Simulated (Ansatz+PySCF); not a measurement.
The numbers below are computed, except where a source is named.
Input for PySCF 2.14.0:

```python
from pyscf import gto, scf, mp

mol = gto.M(atom="""
B 0.000000 0.000000 0.000000
F 0.875090 0.875090 0.875090
F 0.875090 -0.875090 -0.875090
F -0.875090 0.875090 -0.875090
F -0.875090 -0.875090 0.875090
""", basis='def2-svp', charge=-1, spin=0)
mf = scf.RHF(mol)
mf.kernel()
pt = mp.MP2(mf, frozen=5).run()
print(mf.e_tot, pt.e_corr, pt.e_tot)
```

The script is written out from the run's settings.

Output:

```yaml
Converged: yes
Reference_energy: -422.35440 hartree
Correlation_energy: -0.84060 hartree
Total_energy: -423.19500 hartree
```

Caution: no diffuse functions for an anion.
